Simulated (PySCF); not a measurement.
F3GeH3Si.

```xyz
8

F      1.3727    -0.7925    -1.0015
Ge     0.0000     0.0000    -0.3034
F      0.0000     1.5851    -1.0015
F     -1.3727    -0.7925    -1.0015
Si     0.0000     0.0000     2.0843
H      1.2289     0.7095     2.5229
H      0.0000    -1.4190     2.5229
H     -1.2289     0.7095     2.5229
```
Charge 0, spin multiplicity 1.

The structure is a stationary point at B3LYP-D3(BJ)/def2-SVP. This is a generated structure with no PubChem entry under its InChIKey; it may be hypothetical.

Method: PBE0/pcSseg-1 (PySCF). Non-relativistic, no solvent.

Q: Give the absolute GIAO shielding of each atom: isotropic value and principal components (ppm). (The exact figures need the calculation; the answer reports its results.)

A: 
```csv
atom,σ(iso),σ11,σ22,σ33,span
F1,289.6,209.9,262.0,396.9,187.0
Ge2,1349.9,1293.2,1293.2,1463.4,170.2
F3,289.6,209.9,262.0,396.9,187.0
F4,289.6,209.9,262.0,396.9,187.0
Si5,451.4,450.7,451.8,451.8,1.0
H6,27.4,23.7,25.3,33.1,9.4
H7,27.4,23.7,25.3,33.1,9.4
H8,27.4,23.7,25.3,33.1,9.4
```
